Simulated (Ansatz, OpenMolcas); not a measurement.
## BBr2F (dibromofluoroborane): the HOMO–LUMO gap, rung by rung

BBr2F: 4 atoms, total charge 0, spin state singlet. As SMILES, `FB(Br)Br`. The shape is that of a PBE0-D4/def2-TZVP optimisation.

```xyz
4

F     1.3166    0.4660    0.3644
B     0.1240    0.0438    0.0342
Br   -0.4830   -1.6294    0.7015
Br   -0.9575    1.1197   -1.1000
```

Each level gives the HOMO–LUMO gap (eV). The values are calculated.

```json
{"level": "PBE/cc-pVDZ", "kind": "GGA", "program": "OpenMolcas", "value (eV)": "5.11", "CPU time": "22 s"}
{"level": "M06-L/cc-pVDZ", "kind": "meta-GGA", "program": "OpenMolcas", "value (eV)": "5.72", "CPU time": "28 s"}
{"level": "TPSS/cc-pVDZ", "kind": "meta-GGA", "program": "OpenMolcas", "value (eV)": "5.34", "CPU time": "30 s"}
{"level": "BHLYP/cc-pVDZ", "kind": "global hybrid", "program": "OpenMolcas", "value (eV)": "9.61", "CPU time": "21 s"}
{"level": "r2SCAN0/cc-pVDZ", "kind": "hybrid meta-GGA", "program": "Ansatz", "value (eV)": "7.80", "CPU time": "8.6 s"}
{"level": "CAM-B3LYP/cc-pVDZ", "kind": "range-separated hybrid", "program": "Ansatz", "value (eV)": "9.86", "CPU time": "4.3 s"}
{"level": "wB97M-V/cc-pVDZ", "kind": "range-separated hybrid", "program": "Ansatz", "value (eV)": "11.71", "CPU time": "27 s"}
{"level": "B2PLYP/cc-pVDZ", "kind": "double hybrid", "program": "Ansatz", "value (eV)": "9.89", "CPU time": "7.2 s"}
```

All-electron rows without a relativistic Hamiltonian named are non-relativistic. The values span 5.11 to 11.71 eV. Orbital gaps aren't excitation energies, and those of double hybrids come from the SCF part alone; they tend to grow with the share of exact exchange. CPU times are rough (shared hosts, several kinds of processor): they show what a rung costs within a factor of a few.
